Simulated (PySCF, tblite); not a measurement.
Isomers of C4H14SSi3, one GFN2-xTB conformer each. Single-point energies are computed at PBE0/pcSseg-1 (PySCF, gas phase, no added dispersion term), electronic only.

Question: Rank them by PBE0/pcSseg-1 energy, lowest first (kcal/mol).
A. `[SiH3:1]/[CH:2]=[CH:3]\[CH2:4][SiH2:5][S:6][CH2:7][SiH3:8]` with C2–C3–C4–Si5 99°, C3–C4–Si5–S6 180°, C4–Si5–S6–C7 174°, Si5–S6–C7–Si8 87°
B. `[CH3:1]/[CH:2]=[CH:3]\[SiH2:4][SiH2:5][S:6][CH2:7][SiH3:8]` with C2–C3–Si4–Si5 -68°, C3–Si4–Si5–S6 -55°, Si4–Si5–S6–C7 64°, Si5–S6–C7–Si8 -175°

Answer: B (0.0), A (3.0).

As drawn, the lower has an Si–Si bond, which the higher lacks. GFN2-xTB itself gives, in the same order: 6.3, 0.0. GFN2-xTB puts [SiH3]/C=C\C[SiH2]SC[SiH3] lowest instead.

Question: Which frontier levels, dipoles and rotational constants go with these structures?

Answer: 
```json
{"SMILES": "C/C=C\\[SiH2][SiH2]SC[SiH3]", "HOMO (eV, PBE0/pcSseg-1)": "-6.59", "LUMO (eV)": "-0.78", "dipole (D)": "2.78", "A, B, C (MHz)": "1144, 592.7, 456.3"}
{"SMILES": "[SiH3]/C=C\\C[SiH2]SC[SiH3]", "HOMO (eV, PBE0/pcSseg-1)": "-6.73", "LUMO (eV)": "-0.60", "dipole (D)": "1.19", "A, B, C (MHz)": "2524, 328.6, 316.9"}
```

Question: What happens when harmonic zero-point energies from GFN2-xTB frequencies are added?

Answer: 
| SMILES | ZPE (kcal/mol) | electronic (kcal/mol) | with ZPE (kcal/mol) |
| --- | --- | --- | --- |
| C/C=C\[SiH2][SiH2]SC[SiH3] | 97.0 | 0.0 | 0.0 |
| [SiH3]/C=C\C[SiH2]SC[SiH3] | 95.7 | 3.0 | 1.7 |

The zero-point energies span 1.3 kcal/mol. The order is unchanged.

Question: As an exercise, what shares would exp(−E/RT) give at 500 K from these electronic energies alone (no entropy, no degeneracies)?

Answer: RT = 0.994 kcal/mol: C/C=C\[SiH2][SiH2]SC[SiH3] 95.6 %, [SiH3]/C=C\C[SiH2]SC[SiH3] 4.4 %.
